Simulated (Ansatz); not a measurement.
Calculated with Ansatz (gas phase, PBE0-D4/def2-TZVP geometries, no zero-point term in ΔE). CBS: MP2 limit from def2 TZ/QZ plus the TZ coupled-cluster correction, frozen cores. This one scheme is used for every species, atoms too. Open shells (•) are unrestricted, without spin–orbit coupling. Spin–orbit coupling would lower the free atoms: a little for C, Cl, F, O, S, Si. Each species was taken in one conformer, which may not be the lowest.

`OC(F)(S)[SiH2]Cl` → C• + Cl• + F• + 4 H• + O• + S• + Si•  (atomization)

| level | ΔE (kJ/mol) |
| --- | --- |
| SCS-MP2/def2-TZVPP | 3315.7 |
| MP2/CBS(def2) | 3479.0 |

Q: What does CCSD(T)/CBS give? (An estimate is asked.)

A: Computed: +3383.7 kJ/mol. The listed levels differ from it by -68.0, 95.3 kJ/mol.

Largest T1 diagnostic among the species: 0.012.

From PBE to PBE0 (25 % exact exchange), in def2-TZVPP and without D4, ΔE moves by −88.7 kJ/mol: exact exchange takes away binding that semilocal exchange gives to molecules. The D4 term adds +46.7 kJ/mol with B3LYP and +24.5 kJ/mol with PBE0; it sums over pairs of atoms, weighted by their polarisabilities, and B3LYP, whose exchange is more repulsive, gets the larger term. In def2-TZVPP, CCSD(T) changes the Hartree–Fock value by +964.5 kJ/mol (the triples alone add +70.6 kJ/mol) and MP2 by +1059.9 kJ/mol; breaking electron pairs costs correlation energy, which Hartree–Fock lacks.

B3LYP here is the variant with VWN-RPA as its local correlation; programs differ in this.

For atomizations the MP2-based limit and the directly extrapolated one differ by several kJ/mol either way, and by 10 to 25 for some Ge, Se and Sn compounds, so smaller differences from it don't rank the levels.
